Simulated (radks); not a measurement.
Q: Valence configurations of Eu+ (all share [Xe]). Method: Dirac Kohn-Sham, LDA (Slater exchange, Perdew-Wang correlation), spin-unpolarised, spherical densities, point nucleus; open shells fill j = l - 1/2 first; computed with a radial shooting solver on a logarithmic mesh with Libxc functionals. Order these by energy: 4f7 5d1; 4f6.5 6s1 6p0.5; 4f7 6s1; 4f8; 4f7.5 6s0.5; 4f6 5d1 6s1; 4f6.5 6s1.5; 4f5 5d2 6s1; 4f5.5 6s1.5 6p1; 4f7 6p1.

A: From the lowest, in eV above it: 4f7 6s1 0.000; 4f7.5 6s0.5 0.656; 4f6.5 6s1.5 0.700; 4f7 5d1 1.477; 4f8 2.324; 4f6.5 6s1 6p0.5 2.341; 4f7 6p1 3.059; 4f6 5d1 6s1 3.281; 4f5.5 6s1.5 6p1 11.322; 4f5 5d2 6s1 12.070. NIST lists [Xe] 4f7 6s1 as the ground configuration; this level of theory agrees among the configurations tried. The energies are those of spherical spin-averaged densities, not of single terms.
